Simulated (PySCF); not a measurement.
C₃H₇SSi (doublet state).
Numbering: `[CH2:1]=[C:2][SiH2:3][S:4][CH3:5]` (hydrogens: H6, H7 on C1; H8, H9 on Si3; H10, H11, H12 on C5)

Cartesian coordinates in Å at the GFN2-xTB level; atoms count from 1:
```xyz
12
C3H7SSi angstrom
C      1.958    0.801    1.274
C      1.336    0.387    0.218
Si     0.663   -0.899   -0.894
S     -1.261   -1.422   -0.049
C     -2.098    0.180   -0.202
H      2.429    0.148    2.007
H      2.054    1.856    1.507
H      1.315   -2.199   -0.999
H      0.407   -0.305   -2.207
H     -3.085    0.070    0.236
H     -1.532    0.935    0.335
H     -2.184    0.447   -1.251
```

The hyperfine couplings belong to this conformer and change with its torsions.

Computed, not measured: UKS B3LYP, pcH-1 on C H S Si, non-relativistic, mean-field spin-orbit, GIAO (PySCF 2.14.0). Geometry: GFN2-xTB, one conformer, isolated molecule. Couplings are sensitive to structure, and on GFN2-xTB geometries they can be far from those on DFT ones. The SCF solution wasn't tested for stability.

Question: Match the computed a_iso(13C) values +152.4, -44.3, +0.7 MHz with the sites C1; C2; C5.

Answer: 
```
site  a_iso (MHz)  ρ(0) (bohr⁻³)                 position  distance from C2 (Å)  spin population  largest |T| (MHz)
  C1        -44.3        -0.0394           1 bond from C2                  1.29            -0.18               16.0
  C2       +152.4        +0.1357  largest spin population                  0.00            +0.97              139.0
  C5         +0.7        +0.0006          3 bonds from C2                  3.47             0.00                1.3
```

Question: The isotropic 1H couplings, averaged over equivalent nuclei, are +187.5, +157.1, +50.3, +2.2 MHz. Assign them to H6; H7; H8/H9; H10/H11/H12.

Answer: 
```tsv
site	a_iso (MHz)	ρ(0) (bohr⁻³)	position	distance from C2 (Å)	bound to	spin population there	largest |T| (MHz)
H6	+187.5	+0.0419	2 bonds from C2, on C1 of spin population -0.18	2.11	C1	-0.18	6.9
H7	+157.1	+0.0352	2 bonds from C2, on C1 of spin population -0.18	2.08	C1	-0.18	9.9
H8/H9	+50.3	+0.0113	2 bonds from C2	2.77	Si3	-0.01	5.6
H10/H11/H12	+2.2	+0.0005	4 bonds from C2	3.72	C5	0.00	3.5
```

ρ(0) is the spin density at the nucleus and T the dipolar tensor; a_iso includes a spin–orbit part; entries for several nuclei are means. The largest Mulliken spin populations are on C2 (+0.97), C1 (-0.18), H6 (+0.08) and H7 (+0.06). C2 is the only atom above +0.15. The positive populations add up to 1.19 and the negative ones to -0.19, together 2S = 1.

Means are taken over nuclei equivalent by connectivity, which assumes that they swap fast. The 1H value of +50.3 MHz is a mean of couplings from 24.0 to 76.6 MHz in this one geometry, not an average over conformers.

On Arm Neoverse V1, one thread, no GPU (shared host), this took 38 s wall (grids of density and orbitals included) and 0.72 GiB of memory at its peak.
